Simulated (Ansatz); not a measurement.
System: sum formula Si3N2H9, net charge 0, doublet state. It need not be the lowest isomer of its formula. 
Geometry from a B3LYP-D3(BJ)/def2-TZVP (Ansatz, a program for electronic structure) optimisation:
SMILES: [SiH3]N[SiH]N[SiH3]
```xyz
14

Si    -0.0714    -0.6590     0.0729
N     -1.3332     0.5295     0.0049
Si    -2.9593     0.4244     0.5928
N      1.4491     0.1731     0.1365
Si     2.9515    -0.1895    -0.6558
H      0.0197    -1.5224    -1.1455
H     -1.0777     1.3938    -0.4604
H     -3.1210    -0.9178     1.1930
H     -3.9485     0.6013    -0.4986
H     -3.2417     1.4609     1.6171
H      1.5056     0.8801     0.8601
H      3.9278    -0.8549     0.2423
H      2.6548    -1.0842    -1.7936
H      3.5786     1.0633    -1.1434
```
Charge 0, spin multiplicity 2.

Wanted: atomisation energy (electronic, to ground-state atoms); the coupled-cluster value holds the core correlation from cc-pwCVTZ, in kcal/mol. Correlated levels leave the core frozen unless marked. UHF or UKS for open shells. Spin-orbit coupling is left out. Non-relativistic. CBS(X,Y): correlation extrapolated as X^-3; Hartree-Fock from the larger set.

Level to compare with: CCSD(T)/CBS(cc-pV(T+d)Z,cc-pV(Q+d)Z) plus the core term (Ansatz), 1068.6 kcal/mol. It is a level with limits of its own, and the differences hold the functionals' basis error too.

Task: Rank these functionals by how close they come to CCSD(T)/CBS(cc-pV(T+d)Z,cc-pV(Q+d)Z), closest first: r2SCAN0/def2-TZVPD (Ansatz); B3LYP/def2-TZVPD (Ansatz); CAM-B3LYP/def2-TZVPD (Ansatz).

Result: CAM-B3LYP/def2-TZVPD (range-separated hybrid, 1066.8 kcal/mol, difference -1.8), B3LYP/def2-TZVPD (global hybrid, 1056.1 kcal/mol, difference -12.5), r2SCAN0/def2-TZVPD (hybrid meta-GGA, 1047.3 kcal/mol, difference -21.3)
